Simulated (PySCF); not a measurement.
C₆ coefficients of unlike pairs at UHF

Calculated with PySCF 2.14 from the dipole response of each species, C₆(A,B) = (3/π) ∫ α_A(iu) α_B(iu) du, in atomic units, from isotropic polarisabilities. For ions this is the dispersion term alone; charge-induced terms of lower order in 1/R come first.

```
species           configuration                                                                            basis      relativity  α (bohr³)  C₆ (like pair)
      O       [He] 2s2 2p4 (3P)  aug-cc-pCVTZ-DK with one added diffuse shell each of s, p, d, f type (8s7p5d3f)   spin-free X2C      4.788           13.94
    Xe⁺  [Kr] 4d10 5s2 5p5 (2P)     x2c-TZVPPall with one added diffuse shell each of s, p, d, f type (9s7p5d3f)   spin-free X2C      17.69           155.0
   Zn³⁺           [Ar] 3d9 (2D)                                          aug-cc-pVDZ-PP with ECP10MDF (5s5p4d2f)  core potential      1.117           2.352
   Cd³⁺           [Kr] 4d9 (2D)                                        aug-cc-pwCVDZ-PP with ECP28MDF (6s6p5d3f)  core potential      3.314           14.42
```

Q: Estimate C₆ for Cd³⁺ with Xe⁺.

A: The integral gives 42.85. The combination rule 2 C_A C_B / (C_A α_B/α_A + C_B α_A/α_B) gives 42.17 and the geometric mean 47.28.

No spin-orbit coupling is included.

The other pairs:

```json
{"pair": "Xe⁺, O", "C₆": "46.19"}
{"pair": "Zn³⁺, O", "C₆": "4.981"}
{"pair": "Cd³⁺, O", "C₆": "13.39"}
{"pair": "Zn³⁺, Xe⁺", "C₆": "15.76"}
{"pair": "Cd³⁺, Zn³⁺", "C₆": "5.681"}
```
